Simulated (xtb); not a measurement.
Au$_{2}$, singlet, geometry from GFN2-xTB (such geometries of metal compounds can be far from the true shape); GFN0-xTB in xtb 6.7.1.

xtb was given this input:
```
$ xtb mol.xyz --gfn 0 --opt --json

# file mol.xyz
2

Au    -0.00000000    -0.00000000    -1.24843889
Au     0.00000000     0.00000000     1.24843889
```

Output, abridged:

```
   ID    Z sym.   atoms
    1   79 Au     1, 2

           -------------------------------------------------
          |                Calculation Setup                |
           -------------------------------------------------

           -------------------------------------------------
          |                 G F N 0 - x T B                 |
           -------------------------------------------------

          ...................................................
          :                      SETUP                      :
          :.................................................:
          :  # basis functions                  20          :
          :  # atomic orbitals                  18          :
          :  # shells                            6          :
          :  # electrons                        22          :
          :  electronic temp.          300.0000000     K    :
          :  accuracy                    1.0000000          :
          :  -> integral cutoff          0.2500000E+02      :
          :  -> integral neglect         0.1000000E-07      :
          ...................................................

         :::::::::::::::::::::::::::::::::::::::::::::::::::::
         ::                     SUMMARY                     ::
         :::::::::::::::::::::::::::::::::::::::::::::::::::::
         :: total energy              -9.654636714496 Eh    ::
         :: gradient norm              0.026810311222 Eh/a0 ::
         :: HOMO-LUMO gap              2.063971784270 eV    ::
         ::.................................................::
         :: H0 energy                 -9.662512511725 Eh    ::
         :: repulsion energy           0.008106297977 Eh    ::
         :: electrostat energy         0.000000000000 Eh    ::
         :: -> Gsolv                   0.000000000000 Eh    ::
         ::    -> Gsasa                0.000000000000 Eh    ::
         ::    -> Gshift               0.000000000000 Eh    ::
         :: dispersion energy         -0.000230500748 Eh    ::
         :: short-range corr.          0.000000000000 Eh    ::
         :: add. restraining           0.000000000000 Eh    ::
         :: total charge              -0.000000000000 e     ::
         :::::::::::::::::::::::::::::::::::::::::::::::::::::

      -----------------------------------------------------------
     |                   =====================                   |
     |                        A N C O P T                        |
[...]
 * total energy  :    -9.6546367 Eh     change        0.0000000E+00 Eh
 * total energy  :    -9.6464251 Eh     change        0.8211657E-02 Eh
 * total energy  :    -9.6546197 Eh     change       -0.8194598E-02 Eh
 * total energy  :    -9.6532656 Eh     change        0.1354049E-02 Eh
 * total energy  :    -9.6558456 Eh     change       -0.2579976E-02 Eh
 * total energy  :    -9.6559346 Eh     change       -0.8903115E-04 Eh
 * total energy  :    -9.6559398 Eh     change       -0.5136684E-05 Eh
 * total energy  :    -9.6559428 Eh     change       -0.3074160E-05 Eh
   *** GEOMETRY OPTIMIZATION CONVERGED AFTER 8 ITERATIONS ***
         :: total energy              -9.655942824951 Eh    ::
[...]
         6        2.0000           -0.4441091             -12.0848
         7        2.0000           -0.4441091             -12.0848
         8        2.0000           -0.4376816             -11.9099
         9        2.0000           -0.4376816             -11.9099
        10        2.0000           -0.4301182             -11.7041
        11        2.0000           -0.3805794             -10.3561 (HOMO)
        12                         -0.3106323              -8.4527 (LUMO)
        13                         -0.1130980              -3.0776
        14                         -0.1130980              -3.0776
        15                         -0.0827295              -2.2512
        16                         -0.0163451              -0.4448
        17                         -0.0163451              -0.4448
        18                          0.8656094              23.5544
      -------------------------------------------------------------
                  HL-Gap            0.0699471 Eh            1.9034 eV
             Fermi-level            0.0000000 Eh            0.0000 eV

     #   Z          covCN         q      C6AA      α(0)
     1  79 Au       0.920    -0.000   317.871    33.839
     2  79 Au       0.920    -0.000   317.871    33.839

 Mol. C6AA /au·bohr⁶  :       1271.484063
 Mol. C8AA /au·bohr⁸  :     124219.373120
 Mol. α(0) /au        :         67.677710

Wiberg/Mayer (AO) data.
largest (>0.10) Wiberg bond orders for each atom

 ---------------------------------------------------------------------------
     #   Z sym  total        # sym  WBO       # sym  WBO       # sym  WBO
 ---------------------------------------------------------------------------
     1  79 Au   1.038 --     2 Au   1.038
     2  79 Au   1.038 --     1 Au   1.038
 ---------------------------------------------------------------------------

Topologies differ in total number of bonds
Writing topology from bond orders to xtbtopo.mol

 dipole moment from electron density (au)
     X       Y       Z
  -0.0000  -0.0000  -0.0000  total (Debye):    0.000

optimized geometry written to: xtbopt.xyz

           -------------------------------------------------
          | TOTAL ENERGY               -9.655942824951 Eh   |
          | GRADIENT NORM               0.000021705106 Eh/α |
          | HOMO-LUMO GAP               1.903358594076 eV   |
           -------------------------------------------------

normal termination of xtb
```
